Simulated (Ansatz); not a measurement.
FH6NOSi2, SMILES O[SiH2]N[SiH2]F.

Coordinates come from a B3LYP-D3(BJ)/def2-SVP optimisation. The structure was generated by enumeration, and PubChem lists no compound with its InChIKey, so it may never have been made. The values are those of a single conformer.

Two levels are set side by side: PBE/def2-SVPD (Ansatz, a quantum-chemistry and plane-wave program) and CAM-B3LYP/def2-SVPD (Ansatz). Energy differences of separate SCF runs at the same geometry; the states with an electron removed or added have multiplicity 2 and 2. Differences are taken from unrounded values.

| quantity | PBE |
|---|---|
| vertical ionisation energy (eV) | 10.07 |
| vertical singlet–triplet gap (eV) | 6.24 |

### Question
These are the PBE values. What does CAM-B3LYP give? (The exact figures need the calculation; the answer reports its results.)

### Answer

| quantity | CAM-B3LYP | PBE minus CAM-B3LYP |
|---|---|---|
| vertical ionisation energy (eV) | 10.62 | -0.54 |
| vertical singlet–triplet gap (eV) | 6.92 | -0.68 |
